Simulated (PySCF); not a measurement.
## Pd: excitation energy

Pd [Kr] 4d10 (1S) → Pd [Kr] 4d9 5p1 (high-spin determinant), as a difference of total energies. Computed with PySCF 2.14 in aug-cc-pVTZ-PP with ECP28MDF, with a scalar-relativistic core potential. Correlated levels: valence: 4s2 4p6 frozen. The calculations carry no spin-orbit coupling.

```
           method  excitation energy (eV)
              UHF                   2.824
    MP2 (valence)                   4.818
SCS-MP2 (valence)                   4.684
   CCSD (valence)                   4.216
CCSD(T) (valence)                   4.381
```

**Question.** How much does correlation contribute at CCSD(T) (valence)?

**Answer.** 4.381 − (2.824) = 1.557 eV, measured against UHF.

The determinant of the upper state mixes LS terms, which raises its energy above the lowest term, most at the Hartree-Fock and MP2 levels.
